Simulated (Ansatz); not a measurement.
Born–Oppenheimer molecular dynamics of a periodic cell of 17 atoms, LiW₁₆ (host W, host structure bcc, interstitial Li). It goes on from the last frame of an earlier run, with new velocities.

All numbers below come from DFT PBE, scalar-relativistic, plane waves, PAW (Ansatz 0.2.0). Settings: accuracy low, cutoff 420 eV, k mesh 3x3x3, fermi-dirac smearing 0.1 eV, no spin polarisation.

- ensemble: NVT, Nosé–Hoover chain
- time step: 1 fs
- steps asked: 300
- set temperature: 1680 K
- thermostat: time constant 50 fs, chain length 3
- seed: 887988

Frames 20 fs apart, positions in Å.

Velocities at 50 fs (Å/ps):

```
W 4.00 -3.83 -4.96
W 1.80 -2.33 0.68
W -3.01 -0.43 1.99
W 2.72 -5.83 -0.66
W 2.01 1.32 4.01
W -3.72 0.37 -3.38
W -0.99 -1.23 1.20
W -1.91 4.05 1.84
W 2.31 -2.53 -0.73
W 0.45 5.75 -3.86
W -3.04 4.53 -2.75
W 2.14 1.94 4.08
W 2.92 1.36 4.32
W 0.87 -4.45 0.01
W -3.92 3.00 -3.40
W -3.12 -1.41 0.49
Li 13.15 -7.43 29.58
```

```xyz
17
Lattice="6.3200 0.0000 0.0000 0.0000 6.3200 0.0000 0.0000 0.0000 6.3200" Properties=species:S:1:pos:R:3 time_fs=50 energy_less_start_eV=-0.425 T=2101
W -0.039 -0.110 -0.134
W 3.204 -0.069 -0.008
W -0.025 3.191 0.050
W -0.001 -0.251 3.304
W 1.321 1.551 1.718
W 3.141 3.250 -0.028
W 3.225 0.003 3.257
W 5.269 1.337 1.781
W -0.150 3.420 3.315
W 1.677 4.753 1.551
W 1.596 1.645 4.717
W 3.017 3.257 3.299
W 4.617 4.658 1.556
W 4.667 1.811 4.706
W 1.638 4.666 4.893
W 4.624 4.812 4.675
Li 3.299 1.732 1.558
17
Lattice="6.3200 0.0000 0.0000 0.0000 6.3200 0.0000 0.0000 0.0000 6.3200" Properties=species:S:1:pos:R:3 time_fs=70 energy_less_start_eV=0.017 T=1994
W 0.044 -0.167 -0.214
W 3.232 -0.085 0.015
W -0.086 3.181 0.084
W 0.069 -0.337 3.286
W 1.355 1.578 1.786
W 3.067 3.235 -0.078
W 3.186 -0.015 3.269
W 5.236 1.427 1.802
W -0.085 3.331 3.281
W 1.665 4.862 1.486
W 1.524 1.716 4.680
W 3.065 3.290 3.355
W 4.692 4.692 1.642
W 4.694 1.692 4.720
W 1.546 4.743 4.809
W 4.576 4.777 4.717
Li 3.334 1.793 1.866
17
Lattice="6.3200 0.0000 0.0000 0.0000 6.3200 0.0000 0.0000 0.0000 6.3200" Properties=species:S:1:pos:R:3 time_fs=90 energy_less_start_eV=0.817 T=1637
W 0.104 -0.160 -0.229
W 3.246 -0.033 0.053
W -0.137 3.173 0.099
W 0.125 -0.333 3.243
W 1.359 1.597 1.813
W 3.002 3.187 -0.086
W 3.129 -0.014 3.257
W 5.220 1.510 1.788
W -0.005 3.196 3.228
W 1.623 4.925 1.452
W 1.450 1.743 4.687
W 3.116 3.312 3.360
W 4.772 4.729 1.707
W 4.727 1.542 4.758
W 1.473 4.809 4.718
W 4.574 4.731 4.806
Li 3.389 1.990 1.431
17
Lattice="6.3200 0.0000 0.0000 0.0000 6.3200 0.0000 0.0000 0.0000 6.3200" Properties=species:S:1:pos:R:3 time_fs=110 energy_less_start_eV=0.568 T=1802
W 0.106 -0.082 -0.166
W 3.245 0.057 0.093
W -0.164 3.172 0.081
W 0.113 -0.226 3.172
W 1.369 1.603 1.784
W 2.940 3.164 -0.098
W 3.092 0.022 3.220
W 5.204 1.545 1.755
W 0.054 3.084 3.198
W 1.577 4.915 1.449
W 1.410 1.721 4.740
W 3.171 3.298 3.308
W 4.826 4.754 1.741
W 4.750 1.404 4.809
W 1.471 4.810 4.662
W 4.619 4.681 4.904
Li 3.288 1.812 1.532
17
Lattice="6.3200 0.0000 0.0000 0.0000 6.3200 0.0000 0.0000 0.0000 6.3200" Properties=species:S:1:pos:R:3 time_fs=130 energy_less_start_eV=0.536 T=1895
W 0.063 0.022 -0.050
W 3.224 0.131 0.117
W -0.156 3.185 0.033
W 0.037 -0.066 3.119
W 1.386 1.596 1.689
W 2.897 3.168 -0.097
W 3.084 0.061 3.184
W 5.160 1.536 1.696
W 0.071 3.059 3.219
W 1.549 4.839 1.476
W 1.431 1.651 4.818
W 3.225 3.257 3.226
W 4.836 4.761 1.742
W 4.758 1.318 4.849
W 1.523 4.764 4.646
W 4.690 4.639 4.973
Li 3.394 1.756 1.848
17
Lattice="6.3200 0.0000 0.0000 0.0000 6.3200 0.0000 0.0000 0.0000 6.3200" Properties=species:S:1:pos:R:3 time_fs=150 energy_less_start_eV=0.823 T=1778
W 0.007 0.083 0.075
W 3.179 0.154 0.128
W -0.108 3.210 -0.023
W -0.050 0.071 3.130
W 1.401 1.595 1.554
W 2.902 3.187 -0.059
W 3.093 0.066 3.172
W 5.102 1.521 1.610
W 0.052 3.115 3.273
W 1.541 4.729 1.533
W 1.507 1.550 4.877
W 3.267 3.230 3.168
W 4.799 4.750 1.713
W 4.743 1.321 4.857
W 1.589 4.716 4.660
W 4.761 4.621 4.986
Li 3.180 1.946 1.422
17
Lattice="6.3200 0.0000 0.0000 0.0000 6.3200 0.0000 0.0000 0.0000 6.3200" Properties=species:S:1:pos:R:3 time_fs=170 energy_less_start_eV=0.544 T=1866
W -0.033 0.053 0.154
W 3.122 0.093 0.113
W -0.029 3.231 -0.055
W -0.102 0.137 3.207
W 1.386 1.599 1.456
W 2.954 3.256 -0.044
W 3.113 0.052 3.168
W 5.025 1.533 1.547
W 0.020 3.205 3.325
W 1.543 4.628 1.616
W 1.601 1.452 4.880
W 3.287 3.208 3.156
W 4.732 4.726 1.666
W 4.708 1.415 4.831
W 1.644 4.688 4.695
W 4.807 4.640 4.933
Li 3.390 1.938 1.576
17
Lattice="6.3200 0.0000 0.0000 0.0000 6.3200 0.0000 0.0000 0.0000 6.3200" Properties=species:S:1:pos:R:3 time_fs=190 energy_less_start_eV=-0.270 T=2098
W -0.052 -0.053 0.159
W 3.074 -0.021 0.080
W 0.052 3.240 -0.056
W -0.110 0.132 3.312
W 1.334 1.603 1.423
W 3.057 3.328 -0.044
W 3.135 0.023 3.170
W 4.982 1.565 1.521
W -0.009 3.284 3.346
W 1.545 4.573 1.710
W 1.678 1.392 4.826
W 3.277 3.201 3.210
W 4.665 4.702 1.616
W 4.670 1.565 4.794
W 1.671 4.690 4.742
W 4.822 4.701 4.832
Li 3.048 1.738 1.750
17
Lattice="6.3200 0.0000 0.0000 0.0000 6.3200 0.0000 0.0000 0.0000 6.3200" Properties=species:S:1:pos:R:3 time_fs=210 energy_less_start_eV=-0.525 T=1892
W -0.057 -0.180 0.109
W 3.057 -0.128 0.048
W 0.104 3.233 -0.042
W -0.081 0.080 3.401
W 1.216 1.592 1.440
W 3.195 3.338 -0.027
W 3.157 -0.029 3.185
W 4.979 1.612 1.515
W -0.028 3.316 3.329
W 1.546 4.578 1.788
W 1.713 1.391 4.749
W 3.242 3.207 3.297
W 4.626 4.692 1.578
W 4.653 1.712 4.767
W 1.661 4.721 4.786
W 4.809 4.793 4.725
Li 3.062 1.606 1.614
17
Lattice="6.3200 0.0000 0.0000 0.0000 6.3200 0.0000 0.0000 0.0000 6.3200" Properties=species:S:1:pos:R:3 time_fs=230 energy_less_start_eV=0.125 T=1288
W -0.053 -0.273 0.040
W 3.071 -0.186 0.025
W 0.120 3.224 -0.035
W -0.030 0.017 3.434
W 1.069 1.564 1.500
W 3.316 3.283 0.003
W 3.180 -0.077 3.200
W 5.024 1.649 1.523
W -0.033 3.294 3.288
W 1.545 4.632 1.821
W 1.703 1.446 4.692
W 3.181 3.203 3.352
W 4.628 4.704 1.565
W 4.675 1.807 4.761
W 1.620 4.754 4.824
W 4.771 4.881 4.658
Li 3.149 1.729 1.533
17
Lattice="6.3200 0.0000 0.0000 0.0000 6.3200 0.0000 0.0000 0.0000 6.3200" Properties=species:S:1:pos:R:3 time_fs=250 energy_less_start_eV=0.346 T=1072
W -0.043 -0.300 -0.019
W 3.108 -0.175 0.020
W 0.111 3.220 -0.046
W 0.030 -0.033 3.396
W 0.970 1.515 1.585
W 3.380 3.205 0.022
W 3.197 -0.087 3.201
W 5.066 1.656 1.551
W -0.029 3.244 3.242
W 1.547 4.709 1.801
W 1.662 1.539 4.682
W 3.110 3.194 3.354
W 4.669 4.732 1.582
W 4.735 1.828 4.771
W 1.573 4.763 4.849
W 4.713 4.920 4.652
Li 2.832 1.566 1.742
17
Lattice="6.3200 0.0000 0.0000 0.0000 6.3200 0.0000 0.0000 0.0000 6.3200" Properties=species:S:1:pos:R:3 time_fs=270 energy_less_start_eV=-0.596 T=1544
W -0.034 -0.243 -0.057
W 3.157 -0.102 0.027
W 0.087 3.220 -0.067
W 0.071 -0.075 3.310
W 0.968 1.463 1.656
W 3.372 3.120 0.045
W 3.207 -0.062 3.206
W 5.015 1.629 1.591
W -0.022 3.201 3.211
W 1.557 4.780 1.732
W 1.606 1.641 4.721
W 3.055 3.191 3.309
W 4.734 4.761 1.619
W 4.811 1.777 4.783
W 1.551 4.741 4.859
W 4.652 4.890 4.697
Li 3.120 1.516 1.677
```

Of the whole run (300 fs, mean temperature of the second half 1692 K): The conserved energy stayed within 0.17 meV per atom of its start (net change 0.023 meV per atom), so the integration is sound. A run of 0.3 ps of so small a system gives no equilibrium averages. Limits of this set-up: coarse k mesh, a small cell, in which the defect meets its images, low accuracy level.

Run time: 10 min on 4 threads of AMD EPYC 9R05 (Zen 5) (shared host), peak memory 1.5 GiB.
